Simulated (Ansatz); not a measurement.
Geometry optimisation, Ansatz 0.2.0, RKS B3LYP-D4/6-31G.

input.yaml

```yaml
crystal:
  periodic: [false, false, false]
  atoms:
    - { symbol: Al, position_ang: [0.0, 0.0, 0.0] }
    - { symbol: O, position_ang: [0.0, 0.0, 1.78] }
    - { symbol: Si, position_ang: [-1.3147, -0.4067, 2.7436] }
    - { symbol: H, position_ang: [-2.239, -1.2403, 1.9804] }
    - { symbol: H, position_ang: [-0.8506, -1.1432, 3.9157] }
    - { symbol: H, position_ang: [-1.9987, 0.8095, 3.1733] }
    - { symbol: Cl, position_ang: [1.9312, 0.0, -1.115] }
    - { symbol: F, position_ang: [-1.4635, 0.0, -0.845] }
basis:
  gaussian: { orbitals: "6-31G" }
hamiltonian:
  xc: b3lyp
  dispersion: d4
relax:
  f_tol: 0.02
  max_steps: 40
```

Command:

```bash
$ ansatz run input.yaml --threads 1 --pin off --max-ram 2048MiB --backend cpu --events-out ev --progress --plain --runs-dir out
```

**Question.** Where does it end, and by what steps?

**Answer.** It converged. Limits of this set-up: no polarisation functions. After 10 steps the energy has fallen by 0.537 eV; O2 moved furthest, 0.89 Å.

```json
{"step": "0", "energy less start (eV)": "0.0000", "largest force component (eV/Å)": "2.995", "accepted": "yes"}
{"step": "1", "energy less start (eV)": "-0.2386", "largest force component (eV/Å)": "1.732", "accepted": "yes"}
{"step": "2", "energy less start (eV)": "-0.3580", "largest force component (eV/Å)": "0.679", "accepted": "yes"}
{"step": "3", "energy less start (eV)": "-0.4044", "largest force component (eV/Å)": "0.614", "accepted": "yes"}
{"step": "4", "energy less start (eV)": "-0.4835", "largest force component (eV/Å)": "0.318", "accepted": "yes"}
{"step": "5", "energy less start (eV)": "-0.5186", "largest force component (eV/Å)": "0.240", "accepted": "yes"}
{"step": "6", "energy less start (eV)": "-0.5316", "largest force component (eV/Å)": "0.095", "accepted": "yes"}
{"step": "7", "energy less start (eV)": "-0.5335", "largest force component (eV/Å)": "0.049", "accepted": "yes"}
{"step": "8", "energy less start (eV)": "-0.5359", "largest force component (eV/Å)": "0.079", "accepted": "yes"}
{"step": "9", "energy less start (eV)": "-0.5337", "largest force component (eV/Å)": "0.149", "accepted": "no"}
{"step": "10", "energy less start (eV)": "-0.5370", "largest force component (eV/Å)": "0.020", "accepted": "yes"}
```

```xyz
8
Properties=species:S:1:pos:R:3
Al -0.075 0.000 -0.230
O -0.718 -0.228 1.299
Si -1.391 -0.459 2.846
H -2.603 -1.336 2.733
H -0.375 -1.111 3.736
H -1.782 0.875 3.412
Cl 2.066 0.153 -0.557
F -1.059 0.125 -1.607
```

Whether the end is a true minimum wasn't checked by a vibrational analysis.

The run took 53 s on 1 thread of Arm Neoverse V1, on a shared host, peak memory 0.18 GiB.
